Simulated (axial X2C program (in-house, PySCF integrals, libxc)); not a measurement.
## Ω levels of TbH⁺ from open-shell CI on f9 s0

Calculated with an axial X2C code built on PySCF integrals: two-component X2C with atomic mean-field Coulomb and Gaunt terms, basis Tb dyall-v3z, H dyall-v3z (cores contracted in-house). Orbitals come from Hartree–Fock averaged over the configuration Tb f9 s0; CI then distributes these electrons over the f, s shells of Tb.

R = 2.042 Å (near the minimum of the configuration average).

Active spinors (ω > 0):

| shell | ω | ε (eV) | character |
| --- | --- | --- | --- |
| f | 5/2 | -8.47 | 100% Tb f |
| f | 3/2 | -8.42 | 100% Tb f |
| f | 1/2 | -8.38 | 100% Tb f |
| f | 7/2 | -7.75 | 100% Tb f |
| f | 5/2 | -7.70 | 100% Tb f |
| f | 3/2 | -7.67 | 100% Tb f |
| f | 1/2 | -7.64 | 100% Tb f |
| s | 1/2 | -1.65 | 85% Tb s, 14% Tb p |

Lowest levels of this model:

```csv
Ω,energy (cm⁻¹),g∥,configuration
15/2,0,19.93,100% f9
13/2,177,17.17,100% f9
11/2,331,14.46,100% f9
9/2,465,11.77,100% f9
7/2,578,9.12,100% f9
5/2,667,6.49,100% f9
3/2,729,3.88,100% f9
1/2,761,1.29,100% f9
13/2,2677,16.73,100% f9
11/2,2826,13.97,100% f9
9/2,2969,11.29,100% f9
7/2,3089,8.70,100% f9
5/2,3182,6.17,100% f9
3/2,3244,3.68,100% f9
1/2,3276,1.22,100% f9
11/2,4634,13.48,100% f9
9/2,4773,10.72,100% f9
7/2,4903,8.12,100% f9
5/2,5010,5.70,100% f9
3/2,5083,3.38,100% f9
1/2,5120,1.12,100% f9
9/2,6149,10.15,100% f9
7/2,6278,7.37,100% f9
5/2,6404,4.96,100% f9
3/2,6501,2.91,100% f9
1/2,6548,0.96,100% f9
11/2,9104,15.95,100% f9
```

g∥ is the magnitude of 2⟨Lz + ge Sz⟩ for the +Ω component.

Q: From Ω and g∥ of the lowest level, whose 2⟨Lz + ge Sz⟩ is positive, find ⟨Sz⟩ and ⟨Lz⟩ (ge = 2.0023).

A: Ω = ⟨Lz⟩ + ⟨Sz⟩ = 15/2 and ⟨Lz⟩ + ge⟨Sz⟩ = 9.965, so ⟨Sz⟩ = 2.46 and ⟨Lz⟩ = 5.04.

Occupations of the active spinors in the lowest level by ω, shell by shell in order of energy: -7/2: 0.00; -5/2: 0.92 0.08; -3/2: 0.82 0.18; -1/2: 0.69 0.31 0.00; 1/2: 0.51 0.49 0.00; 3/2: 1.00 1.00; 5/2: 1.00 1.00; 7/2: 1.00. The leading determinant has weight 0.27 among 208.

This point took 0.86 s on 1 thread of Intel(R) Xeon(R) 6975P-C (Granite Rapids) (shared host).

There is no dynamic correlation: spin–orbit spacings and, for f shells, spacings inside one term are the most reliable numbers, splittings between terms come out too wide, and energies between configurations are not reliable, so the lowest level need not be the ground state of the molecule. At most 4 roots were kept for each Ω > 0 (twice that for Ω = 0) within 2.2 eV of the lowest, so higher up levels can be missing between those listed; levels with Ω > 0 are doubly degenerate and listed once, Ω = 0 levels singly. States that fill the shells left empty in the average are placed too high.
